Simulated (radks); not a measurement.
The numbers below are computed, except where a source is named.
Ionisation of the bismuth ion Bi+, [Hg] 6p2, to [Hg] 6p1 as the strength of local exchange is varied. Code: a radial shooting solver on a logarithmic mesh with Libxc functionals. Model: Dirac Kohn-Sham, Slater X-alpha exchange (alpha = 2/3 is LDA exchange), no correlation, spin-unpolarised, spherical densities, finite nucleus; open shells fill j = l - 1/2 first; Fermi nuclear charge, rms radius 5.5211 fm.

| alpha | E(Bi+) (hartree) | exchange (hartree) | IE (eV) | -e of the level emptied (eV) | <r> of it (bohr) |
|---|---|---|---|---|---|
| 0.558 | -21492.9722 | -315.4214 | 14.675 | 10.646 (6p1/2) | 2.699 |
| 0.567 | -21498.0603 | -320.5870 | 14.765 | 10.728 (6p1/2) | 2.692 |
| 0.59 | -21511.0687 | -333.7992 | 14.995 | 10.941 (6p1/2) | 2.676 |
| 0.646 | -21542.7754 | -366.0354 | 15.564 | 11.467 (6p1/2) | 2.638 |
| 0.667 | -21554.6777 | -378.1487 | 15.780 | 11.667 (6p1/2) | 2.624 |
| 0.727 | -21588.7217 | -412.8324 | 16.404 | 12.249 (6p1/2) | 2.585 |
| 0.74 | -21596.1051 | -420.3617 | 16.541 | 12.376 (6p1/2) | 2.577 |
| 0.868 | -21668.9415 | -494.7713 | 17.917 | 13.666 (6p1/2) | 2.500 |

NIST Atomic Spectra Database: 16.703 eV (measured). The Delta-SCF value meets it near alpha = 0.76. Spin polarisation and multiplet splitting are left out, so open shells lie too high by an amount that depends on their filling.

Beside tabulated values, note that spin-unpolarised runs miss the spin-polarisation part of the exchange energy of open shells.
